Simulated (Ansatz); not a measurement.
The pair A = H2O (SMILES O) (first 3 atoms), B = CHN (SMILES C#N); geometry from B3LYP-D3(BJ)/def2-TZVP.
(charge 0, multiplicity 1):
```
atom    x (Å)    y (Å)    z (Å)
----  -------  -------  -------
O     -0.0834  -0.0777  -0.1033
H      0.7091  -0.2325  -0.6277
H     -0.8282  -0.2309  -0.6938
C     -0.2176  -0.2615   2.9743
N     -0.2666  -0.3483   4.1170
H     -0.1716  -0.1833   1.9009
```

Correlated levels freeze the cores. MP2 and its Hartree–Fock in aug-cc-pVQZ are density fitted.

Run with Ansatz (Gaussian basis) for Hartree–Fock, density functionals and correlated methods. Values without a source in brackets are computed.

The counterpoise-corrected interaction energy is E(AB) − E(A in the pair's basis) − E(B in the pair's basis). Total energies (hartree):

```tsv
level	AB	A in the pair's basis	B in the pair's basis
HF/aug-cc-pVTZ	-168.9773056	-76.0602673	-92.9098263
MP2/aug-cc-pVTZ	-169.5964625	-76.3292742	-93.2593242
HF/aug-cc-pVQZ	-168.9879543	-76.0655949	-92.9151073
MP2/aug-cc-pVQZ	-169.6440872	-76.3519215	-93.2840658
CCSD(T)/aug-cc-pVTZ	-169.6317119	-76.3426100	-93.2812182
```

**Question.** Work out the counterpoise-corrected interaction energy at the basis-set limit: extrapolate the MP2 correlation part as X⁻³, take Hartree–Fock from the larger set, and add the CCSD(T) − MP2 difference of aug-cc-pVTZ.

**Answer.** 
1. Differences (1 hartree = 627.509 kcal/mol): HF/aug-cc-pVTZ -4.526; MP2/aug-cc-pVTZ -4.935; HF/aug-cc-pVQZ -4.551; MP2/aug-cc-pVQZ -5.083; CCSD(T)/aug-cc-pVTZ -4.947.
2. Correlation parts, MP2 less HF: -0.409 in aug-cc-pVTZ (X = 3), -0.532 in aug-cc-pVQZ (X = 4).
3. Limit (4³·(-0.532) − 3³·(-0.409))/(4³ − 3³) = -0.622; with HF/aug-cc-pVQZ it gives -5.172.
4. CCSD(T) less MP2 in aug-cc-pVTZ: -0.012.
Result: -5.18 kcal/mol, against -4.93 at MP2/aug-cc-pVTZ. It is an estimate of this method's limit, not of the exact value.

Ansatz is a program for electronic structure.
